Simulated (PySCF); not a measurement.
# Deuteron quadrupole couplings in `O[SiH2]O[SiH]1OCCO1`

Compound: C₂H₈O₄Si₂.
SMILES with atom numbers: `[OH:1][SiH2:2][O:3][SiH:4]1[O:5][CH2:6][CH2:7][O:8]1` (hydrogens: H9 on O1; H10, H11 on Si2; H12 on Si4; H13, H14 on C6; H15, H16 on C7)

Structure used (GFN2-xTB), in Å, numbered top down from 1:
```xyz
16
C2H8O4Si2 angstrom
O      3.1860    0.6844    0.4714
Si     2.8171   -0.7764   -0.1128
O      1.1992   -0.9961   -0.1618
Si    -0.0649   -0.5108    0.6815
O     -1.4310   -1.1722    0.0889
C     -2.4485   -0.2200    0.0871
C     -1.8013    1.1813    0.0348
O     -0.4653    1.0606    0.4334
H      2.6064    1.4302    0.3288
H      3.1865   -0.9486   -1.5109
H      3.3806   -1.7045    0.8505
H      0.0964   -0.7534    2.1052
H     -3.0323   -0.3258    1.0075
H     -3.0991   -0.3993   -0.7710
H     -1.8218    1.5851   -0.9821
H     -2.3158    1.8743    0.7053
```

Level: PBE0/pcSseg-1 (PySCF, non-relativistic); Q(2H) = 0.00286 b; rigid geometry, the same for H and D, with no vibrational averaging.

Problem. Rank these positions by the coupling χzz of a deuteron there, largest first.
A. H12 (Si–H hydrogen)
B. H9 (hydroxyl hydrogen)
C. H15 (methylene hydrogen)

Solution. B (337 kHz), C (196 kHz), A (109 kHz).

Problem. What are Vzz, η and χzz (234.96 MHz × Q × Vzz) at all hydrogens?

Solution. 
```csv
atom,bonded to,bond length (Å),Vzz (au),η,χzz (kHz)
H9,O1,0.955,0.5018,0.06,337
H10,Si2,1.456,0.1615,0.01,109
H11,Si2,1.452,0.1652,0.02,111
H12,Si4,1.453,0.1628,0.02,109
H13,C6,1.095,0.2895,0.05,195
H14,C6,1.092,0.2970,0.05,200
H15,C7,1.094,0.2915,0.06,196
H16,C7,1.093,0.2940,0.05,198
```

Problem. Average by the element that carries the hydrogen.

Solution. on O: 337 kHz over 1 position, mean bond length 0.955 Å; on Si: 110 kHz over 3 positions, mean bond length 1.454 Å; on C: 197 kHz over 4 positions, mean bond length 1.094 Å.

Isolated species at its GFN2-xTB geometry (one conformer only). GFN2-xTB bond lengths can be off by several hundredths of an ångström, more for odd bonds, and the gradients follow them. These gradients aren't converged with respect to the basis.
